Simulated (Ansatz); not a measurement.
Consider the substitution at a C–C bond: `C[C@@H]1O[C@H]1F` + `CO[SiH2]N` → `CN[SiH2]OC` + `FC1CO1`.

Isolated molecules relaxed with PBE0-D4/def2-TZVP in Ansatz; ΔE leaves out vibrations. CCSD(T)/CBS adds triple-zeta CCSD(T) − MP2 to the extrapolated MP2 energy (def2 sets, frozen cores). This one scheme is used for every species. One conformer a species, not always the lowest.

| species | CCSD(T)/CBS(def2) energy (Eh) |
| --- | --- |
| `C[C@@H]1O[C@H]1F` | -292.08602 |
| `CO[SiH2]N` | -461.28168 |
| `CN[SiH2]OC` | -500.52689 |
| `FC1CO1` | -252.81736 |

Q: Work out ΔE.

A: ΔE = (-500.52689) + (-252.81736) − (-292.08602) − (-461.28168) = 0.02345 Eh = +61.6 kJ/mol.

Largest T1 diagnostic among the species: 0.012.
